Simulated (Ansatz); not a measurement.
C2H3F3Si (SMILES C=C[Si](F)(F)F), singlet, geometry from GFN2-xTB, with bond 9-2 at 1.8 times its length; Ansatz (a program for electronic structure) with SC-NEVPT2/6-31G, CASSCF(2,3).

The Ansatz input:
Ansatz 0.2 input:
```yaml
crystal:
  periodic: [false, false, false]
  atoms:
    - {symbol: C, position_ang: [-2.42964942, 0.31265524, -0.42527370]}
    - {symbol: C, position_ang: [-1.18973066, 0.62929047, -0.77699086]}
    - {symbol: Si, position_ang: [0.34516388, -0.02919981, 0.04214430]}
    - {symbol: F, position_ang: [1.30138063, -0.84636851, -0.92680907]}
    - {symbol: F, position_ang: [1.28957514, 1.09305988, 0.64981174]}
    - {symbol: F, position_ang: [0.05977453, -1.01525860, 1.25165038]}
    - {symbol: H, position_ang: [-2.63594221, -0.36823804, 0.38403199]}
    - {symbol: H, position_ang: [-3.28840563, 0.72207772, -0.93282247]}
    - {symbol: H, position_ang: [-0.93504533, 1.87326716, -2.25754274]}
basis:
  gaussian:
    orbitals: 6-31G
magnetization: {spin_polarized: false}
correlation: {method: sc_nevpt2, electrons: all, active_space: {window: {electrons: 2, orbitals: 3}}}
```

Question: Predict the main parts of the log of this Ansatz run.

Answer: 
```
Functional definition: HF
715 factors; integrals over basis functions are off by at most 2.5e-4 eV
mean field evaluation 1: about -18080.5184 eV, gradient 3.9e1 eV
mean field evaluation 2: about -18080.5276 eV, gradient 3.9e1 eV
mean field evaluation 4: about -18083.7348 eV, gradient 2.7e0 eV
mean field evaluation 8: about -18083.7753 eV, gradient 1.4e-1 eV
mean field -18083.77541721 eV, -664.5664889593 hartree, gradient 1.7e-6 eV, S^2 0.000000; 0 other end points of the search recorded, 0 dependent functions left out; unrestricted orbitals would lower it
reference -18083.77541721 eV, -664.5664889593 hartree; 28, 28 occupied and 36, 36 virtual orbitals, 715 factors
state -18085.21164238 eV, -664.6192692607 hartree
state -18085.21164238 eV, -664.6192692607 hartree; corrected -18101.09520629 eV, -665.2029794682 hartree
Total energy: -18101.09520629 eV, -665.2029794682 hartree
```
